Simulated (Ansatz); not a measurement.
`[CH]=[CH][GeH2][OH]` radical, one more setting.

```yaml
crystal:
  periodic: [false, false, false]
  atoms:
    - {symbol: C, position_ang: [-0.192891, 1.241694, -1.488838]}
    - {symbol: C, position_ang: [0.316854, 0.916980, -0.338968]}
    - {symbol: Ge, position_ang: [0.316531, -0.934397, 0.274166]}
    - {symbol: O, position_ang: [-0.628772, -1.053944, 1.782841]}
    - {symbol: H, position_ang: [-0.357768, 2.113314, -2.107659]}
    - {symbol: H, position_ang: [0.753264, 1.669993, 0.326408]}
    - {symbol: H, position_ang: [1.718527, -1.391286, 0.697174]}
    - {symbol: H, position_ang: [-0.295204, -1.823772, -0.822282]}
    - {symbol: H, position_ang: [-1.541842, -0.784881, 1.660161]}
basis:
  gaussian: {orbitals: def2-SVPD}
magnetization: {spin_polarized: true, initial_magnetization: 1}
hamiltonian: {xc: {name: PBE0-DH}}
accuracy: high
output: {forces: true}
```

```sh
$ ansatz run in.yaml --threads 4 --pin off --events-out ev --progress --plain --max-ram 10444MiB
```

It prints (some lines left out):

```
Functional definition: PBE0-DH
2810 factors; integrals over basis functions are off by at most 4.5e-9 eV
mean field evaluation 1: about -60685.0371 eV, gradient 3.6e1 eV
mean field evaluation 2: about -60685.0823 eV, gradient 3.6e1 eV
mean field evaluation 4: about -60690.2259 eV, gradient 4.9e0 eV
mean field evaluation 8: about -60690.3642 eV, gradient 4.9e-1 eV
mean field evaluation 16: about -60690.3748 eV, gradient 7.4e-3 eV
mean field evaluation 32: about -60690.3748 eV, gradient 1.2e-6 eV
mean field -60690.37482535 eV, -2230.3301374181 hartree, gradient 8.8e-8 eV, S^2 0.776153; 0 other end points of the search recorded, 0 dependent functions left out
12 core orbitals not correlated: weight in the atoms' cores, before any rotation towards them, 1.000 or more for the frozen orbitals, at most 0.000 for the correlated occupied ones
reference -60690.37482783 eV, -2230.3301375090 hartree; 17, 16 occupied and 112, 113 virtual orbitals, 2810 factors
second order -23.15193111 eV of doubles, -0.00000000 eV of singles
Total energy: -60693.26881921 eV, -2230.4364897310 hartree
Atom 0 at    -0.192891     1.241694    -1.488838 Å, force    -0.211889     0.018830    -0.449909 eV/Å
Atom 1 at     0.316854     0.916980    -0.338968 Å, force     0.174848    -0.391405     0.510867 eV/Å
Atom 2 at     0.316531    -0.934397     0.274166 Å, force     0.191291    -0.016573    -0.171480 eV/Å
Atom 3 at    -0.628772    -1.053944     1.782841 Å, force    -0.195854     0.052967    -0.053894 eV/Å
Atom 4 at    -0.357768     2.113314    -2.107659 Å, force    -0.017751     0.144094    -0.085015 eV/Å
Atom 5 at     0.753264     1.669993     0.326408 Å, force     0.051693     0.128789     0.061591 eV/Å
Atom 6 at     1.718527    -1.391286     0.697174 Å, force    -0.119842     0.035799    -0.036253 eV/Å
Atom 7 at    -0.295204    -1.823772    -0.822282 Å, force     0.045069     0.076343     0.106484 eV/Å
Atom 8 at    -1.541842    -0.784881     1.660161 Å, force     0.082435    -0.048844     0.117608 eV/Å
Dipole moment:    -0.071088     0.277882    -0.266975 e Å
```

Hardware: 4 threads of an Arm Neoverse V2 on a shared host. Wall time 34 s, peak host memory 1.1 GiB.
